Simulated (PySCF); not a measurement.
# Structure from NMR data

The spectra below were simulated for a compound C$_{7}$H$_{8}$O$_{3}$.

¹H NMR (400 MHz, computed): δ 6.49 (m, 1H), 5.93 (m, 1H), 2.22 (s, 3H), 2.11 (s, 3H).

¹³C{¹H} NMR (computed): δ 162.0 (C), 154.2 (C), 140.9 (C), 111.3 (CH), 95.7 (CH), 21.7 (CH3), 14.8 (CH3).

Rapidly exchanging positions averaged, gas phase, no relativistic terms, one computed conformer. σ from GIAO-PBE/pcSseg-1; geometry from PBE0-D3(BJ)/def2-SVP; PySCF 2.14.0 with density-fitted response routines.

Chemical shifts δ = σref − σ; ¹H and ¹³C against TMS, all at this level.

Deduce the structure.

Answers


1. Rings plus π bonds: 4 (1 ring in the answer).
2. 7 carbon signals for 7 carbons: no two carbons are equivalent.
3. Carbon types of the structure: 3 × C, 2 × CH, 2 × CH3, which accounts for all hydrogens.
4. δC 162.0: ester carbonyl carbon; lone-pair donation from the attached heteroatom keeps it upfield of a ketone carbonyl.
5. δC 154.2: aromatic carbon bearing oxygen; the electronegative substituent deshields the carbon that carries it.
6. δC 140.9: substituted aromatic carbon next to the ring oxygen.
7. δC 111.3, 95.7: aromatic CH.
8. δC 21.7: methyl carbon α to a carbonyl; the adjacent C=O deshields it moderately.
9. δH 6.49, 5.93: hydrogen on an aromatic CH.
10. δH 2.22: hydrogen on a methyl carbon on an aromatic ring; benzylic-type position, deshielded by the ring.

These data were computed for SMILES c1(C)ccc(OC(C)=O)o1.

The shifts were computed for this structure.

Shifts are as computed. Against solution values, carbons near 30 ppm lie about +2 ppm off and those near 130 ppm about +2 ppm. Of 1211 compounds with measured shifts, 218 miss one by over three times the rms of a fit or turn the order of signals round; such compounds aren't used in these exercises. No couplings were computed; multiplicities are counted from neighbouring protons, with m where these are inequivalent, close in shift, in a saturated or five-membered ring or joined by F or P, and br s for small geminal =CH2 splittings.
